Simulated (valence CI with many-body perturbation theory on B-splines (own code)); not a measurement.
## E1 line list for Eu XV

Calculated by configuration interaction combined with many-body perturbation theory (CI+MBPT): three valence electrons over a frozen Dirac-Fock core [Kr] 4d10, a basis of 7 s, 7 p, 7 d, 7 f, 4 g, 2 h functions for each j, with the one-electron correlation potential Σ1 (screened to all orders), the two-electron term Σ2, the three-electron term Σ3, Breit, model QED; selected single and double excitations, second order for the rest, scaled by the run's own slope (own B-spline code, finite nucleus).

No measured levels were compared; by estimate terms of the open shell hold to a few per cent of their energy, and close levels can change places; configurations with another count of f electrons can be misplaced by thousands of cm⁻¹.

Lines 1 to 50 of 509 in falling wavelength, among levels below 609060 cm⁻¹, chosen from the strongest by gf and those to the six lowest levels. Wavelengths and rates use the calculated energies, so an error of 2000 cm⁻¹ moves a line at 570.7 Å by 1.1 % and its rate by three times that or more. Electric multipoles are in the length gauge, E1 and E2 with the static RPA response of the core. Weak lines are less certain than strong ones. Lines between different terms over intervals too small for the method are left out, as are lines whose strength nearly cancels. Where a level lies close to another of its J and parity, the split of strength between their lines is uncertain. The highest levels of a list are the least certain.

Names give the largest LS component (configuration and term), which can be under half, so a name can repeat, a term be missing and a line seem to break the LS rules; names also repeat where a configuration has a term twice. Letters in brackets count levels of one name in rising energy.

```tsv
λ vac (Å)	Upper	Lower	A (s⁻¹)	S (a.u.)
570.7	4f.5p2 2F°_7/2 [a]	4f.5s.5p 2D_5/2 [b]	3.36e+08	2.47e-01
566.1	4f.5p2 2F°_5/2 [a]	4f.5s.5p 2D_3/2 [b]	4.34e+08	2.33e-01
559.2	4f.5p2 4F°_9/2	4f.5s.5p 2G_9/2 [b]	5.05e+08	4.36e-01
552.4	4f.5p2 2G°_7/2	4f.5s.5p 2F_5/2 [b]	8.19e+08	5.45e-01
547.2	4f.5p2 2D°_3/2 [a]	4f.5s.5p 2D_3/2 [b]	1.17e+09	3.80e-01
546.4	4f.5p2 4G°_9/2	4f.5s.5p 2F_7/2 [c]	1.05e+09	8.47e-01
542.7	4f.5p2 2H°_11/2	4f.5s.5p 2G_9/2 [b]	1.37e+09	1.30e+00
540.5	4f.5p2 2G°_9/2 [a]	4f.5s.5p 2G_9/2 [b]	4.11e+08	3.20e-01
537.7	4f.5p2 2D°_3/2 [b]	4f.5s.5p 2D_5/2 [b]	1.20e+09	3.68e-01
534.8	4f2.5p 2P°_1/2 [a]	4f2.5s 2S_1/2	1.55e+09	2.34e-01
529.5	4f.5p2 2F°_5/2 [b]	4f.5s.5p 2D_5/2 [b]	1.21e+09	5.30e-01
527.6	4f.5p2 2F°_7/2 [b]	4f.5s.5p 2G_7/2 [b]	9.86e+08	5.72e-01
526.4	4f.5p2 2G°_9/2 [a]	4f.5s.5p 2G_7/2 [b]	1.47e+09	1.06e+00
525.1	4f.5p2 2F°_7/2 [a]	4f.5s.5p 2F_7/2 [c]	1.04e+09	5.97e-01
524.2	4f.5p2 2F°_5/2 [a]	4f.5s.5p 2F_5/2 [b]	1.58e+09	6.75e-01
519.9	4f2.5p 4I°_9/2	4f2.5s 2H_9/2	6.09e+08	4.22e-01
516.3	4f2.5p 4H°_9/2 [a]	4f2.5s 2H_11/2	3.05e+08	2.07e-01
515.4	4f.5s.5p 4F_9/2	4f.5s2 2F°_7/2	7.03e+08	4.75e-01
514.6	4f2.5p 2G°_9/2 [a]	4f2.5s 2F_7/2	3.62e+08	2.43e-01
513.1	4f.5s.5p 2F_7/2 [a]	4f.5s2 2F°_5/2	5.51e+08	2.94e-01
509.0	4f.5s.5p 4F_5/2 [a]	4f.5s2 2F°_5/2	7.04e+08	2.75e-01
508.2	4f2.5p 2D°_3/2 [a]	4f2.5s 2F_5/2	1.60e+09	4.15e-01
506.3	4f2.5p 4D°_3/2 [a]	4f2.5s 2P_1/2	8.95e+08	2.29e-01
506.1	4f2.5p 2D°_5/2 [a]	4f2.5s 2P_3/2	2.11e+09	8.12e-01
504.9	4f2.5p 4G°_7/2 [a]	4f2.5s 2F_5/2	1.01e+09	5.12e-01
504.6	4f2.5p 4H°_7/2	4f2.5s 2H_9/2	5.23e+08	2.65e-01
502.6	4f2.5p 4I°_11/2	4f2.5s 4F_9/2	3.78e+08	2.84e-01
502.1	4f2.5p 4I°_9/2	4f2.5s 4H_11/2	1.09e+07	6.79e-03
500.8	4f2.5p 4G°_11/2 [a]	4f2.5s 2H_11/2	1.84e+09	1.37e+00
499.7	4f2.5p 4F°_5/2 [a]	4f2.5s 2F_5/2	9.10e+08	3.36e-01
498.3	5s.5p2 4P_5/2	5s2.5p 2P°_3/2	6.92e+08	2.54e-01
496.7	4f2.5p 4I°_11/2	4f2.5s 2H_9/2	1.09e+09	7.90e-01
496.3	4f2.5p 4H°_13/2	4f2.5s 2H_11/2	1.98e+09	1.67e+00
495.9	4f2.5p 2F°_7/2 [a]	4f2.5s 2F_7/2	8.04e+08	3.87e-01
495.4	4f2.5p 4H°_9/2 [a]	4f2.5s 2H_9/2	1.34e+09	8.03e-01
493.7	4f2.5p 4F°_5/2 [a]	4f2.5s 2G_7/2	6.90e+08	2.46e-01
493.7	4f.5s.5p 2G_7/2 [a]	4f.5s2 2F°_7/2	1.21e+09	5.74e-01
491.9	4f2.5p 4I°_9/2	4f2.5s 4H_9/2	1.68e+09	9.85e-01
491.2	4f2.5p 2G°_9/2 [a]	4f2.5s 2G_7/2	1.53e+09	8.96e-01
490.5	4f2.5p 2S°_1/2	4f2.5s 4P_3/2	3.00e+09	3.50e-01
489.5	4f2.5p 4D°_7/2 [a]	4f2.5s 2F_5/2	5.63e+08	2.61e-01
488.9	4f2.5p 2F°_5/2 [a]	4f2.5s 2D_3/2	3.00e+09	1.04e+00
488.4	4f2.5p 2H°_9/2 [a]	4f2.5s 2F_7/2	2.31e+09	1.33e+00
488.1	4f2.5p 2I°_11/2 [a]	4f2.5s 2I_11/2	3.13e+09	2.16e+00
487.9	4f2.5p 2I°_11/2 [a]	4f2.5s 2I_13/2	2.66e+09	1.83e+00
487.8	4f2.5p 4G°_7/2 [a]	4f2.5s 4F_9/2	1.12e+09	5.13e-01
487.4	4f2.5p 2P°_3/2 [a]	4f2.5s 2D_5/2	4.61e+09	1.05e+00
487.3	4f2.5p 2F°_5/2 [a]	4f2.5s 2D_5/2	2.10e+09	7.21e-01
486.8	4f2.5p 4D°_1/2 [a]	4f2.5s 4P_1/2	4.32e+09	4.92e-01
486.8	4f2.5p 2K°_13/2	4f2.5s 2I_11/2	2.33e+09	1.86e+00
```
